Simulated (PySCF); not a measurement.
Si(H)(Cl)3 anion (Cl3HSi), SMILES Cl[SiH](Cl)Cl (connectivity only; charge and spin as stated), charge -1, multiplicity 2. Atoms are numbered in the order given.

```xyz
5

Si     0.1310     0.3543     0.0000
Cl    -0.0223    -1.7983     0.0000
Cl    -0.0902     0.7363    -2.2659
Cl    -0.0902     0.7363     2.2659
H      1.6113     0.5756     0.0000
```
Charge -1, spin multiplicity 2.

The structure is a stationary point at r2SCAN-D4/def2-SVPD. The multiplicity is an assumed one; other spin states were not compared. The isomer is the one that the SMILES or the coordinates give; other isomers of the formula were not compared.

Level of theory: PBE0/pcH-1 run with PySCF.

Unrestricted Kohn–Sham, ⟨S²⟩ = 0.753. Hyperfine tensors hold the contact and dipolar terms, without spin-orbit corrections.

Computed hyperfine couplings:
```
nucleus     A(iso) (MHz)  A(iso) (G)  dipolar principal values (MHz)
----------  ------------  ----------  ------------------------------
29Si no. 1       -1339.6      -478.0               -93.5, 41.7, 51.8
35Cl no. 2          14.8         5.3               -10.6, -9.6, 20.2
35Cl no. 3          70.1        25.0              -30.7, -30.1, 60.8
35Cl no. 4          70.1        25.0              -30.7, -30.1, 60.8
1H no. 5            55.7        19.9                 -3.1, -2.9, 6.0
```

Question: And the g tensor (effective nuclear charges for spin-orbit coupling, GIAO)? (An estimate is asked for; the answer gives what the named calculation found.)

Answer: principal values 2.0037, 2.0043, 2.0110; isotropic 2.0064.
